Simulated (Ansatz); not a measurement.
Relaxation of AlH₈N₂OP (13 atoms, charge 0, multiplicity 1), to a largest force component of 0.03 eV/Å in at most 50 steps.

These are results of RKS B3LYP/6-31G* in Ansatz, not measurements.

```xyz
13
Properties=species:S:1:pos:R:3
Al 0.012 -0.205 -0.002
O 0.014 -0.524 1.725
H -0.828 -0.483 2.195
N 1.574 -0.039 -0.831
H 1.716 -0.125 -1.828
H 2.459 -0.019 -0.344
N -1.524 -0.096 -0.900
H -2.432 -0.381 -0.559
H -1.597 0.221 -1.859
P -0.099 3.038 1.279
H 1.131 3.335 1.931
H 0.541 2.701 0.052
H -0.098 1.689 1.738
```

**Question.** Where does it end, and by what steps?

**Answer.** The forces met the threshold. The force dipped under the threshold on the way, but the program's further checks kept it going. After 20 steps the energy has fallen by 0.117 eV; H12 moved furthest, 1.39 Å.

```json
{"step": "0", "energy less start (eV)": "0.0000", "largest force component (eV/Å)": "0.737", "accepted": "yes"}
{"step": "1", "energy less start (eV)": "-0.0773", "largest force component (eV/Å)": "0.455", "accepted": "yes"}
{"step": "2", "energy less start (eV)": "0.0119", "largest force component (eV/Å)": "0.893", "accepted": "no"}
{"step": "3", "energy less start (eV)": "-0.0957", "largest force component (eV/Å)": "0.145", "accepted": "yes"}
{"step": "4", "energy less start (eV)": "-0.0979", "largest force component (eV/Å)": "0.141", "accepted": "yes"}
{"step": "5", "energy less start (eV)": "-0.1012", "largest force component (eV/Å)": "0.056", "accepted": "yes"}
{"step": "6", "energy less start (eV)": "-0.1052", "largest force component (eV/Å)": "0.103", "accepted": "yes"}
{"step": "7", "energy less start (eV)": "-0.1061", "largest force component (eV/Å)": "0.252", "accepted": "yes"}
{"step": "8", "energy less start (eV)": "-0.1095", "largest force component (eV/Å)": "0.095", "accepted": "yes"}
{"step": "9", "energy less start (eV)": "-0.1111", "largest force component (eV/Å)": "0.040", "accepted": "yes"}
{"step": "10", "energy less start (eV)": "-0.1132", "largest force component (eV/Å)": "0.073", "accepted": "yes"}
{"step": "11", "energy less start (eV)": "-0.1135", "largest force component (eV/Å)": "0.171", "accepted": "yes"}
{"step": "12", "energy less start (eV)": "-0.1147", "largest force component (eV/Å)": "0.076", "accepted": "yes"}
{"step": "13", "energy less start (eV)": "-0.1153", "largest force component (eV/Å)": "0.009", "accepted": "yes"}
{"step": "14", "energy less start (eV)": "-0.1157", "largest force component (eV/Å)": "0.014", "accepted": "yes"}
{"step": "15", "energy less start (eV)": "-0.1144", "largest force component (eV/Å)": "0.213", "accepted": "no"}
{"step": "16", "energy less start (eV)": "-0.1161", "largest force component (eV/Å)": "0.054", "accepted": "yes"}
{"step": "17", "energy less start (eV)": "-0.1161", "largest force component (eV/Å)": "0.061", "accepted": "yes"}
{"step": "18", "energy less start (eV)": "-0.1164", "largest force component (eV/Å)": "0.033", "accepted": "yes"}
{"step": "19", "energy less start (eV)": "-0.1165", "largest force component (eV/Å)": "0.013", "accepted": "yes"}
{"step": "20", "energy less start (eV)": "-0.1167", "largest force component (eV/Å)": "0.009", "accepted": "yes"}
```

```xyz
13
Properties=species:S:1:pos:R:3
Al -0.009 -0.459 -0.188
O 0.000 -0.416 1.532
H -0.820 -0.299 2.027
N 1.577 -0.507 -0.985
H 1.740 -0.602 -1.978
H 2.454 -0.484 -0.482
N -1.525 -0.432 -1.124
H -2.457 -0.517 -0.741
H -1.571 -0.363 -2.133
P -0.011 3.521 2.038
H 1.393 3.731 2.155
H -0.026 3.822 0.646
H 0.124 2.118 1.829
```

Whether the end is a true minimum wasn't checked by a vibrational analysis.

Run time: 57 s on 2 threads of Arm Neoverse V2 (shared host), peak memory 0.22 GiB.
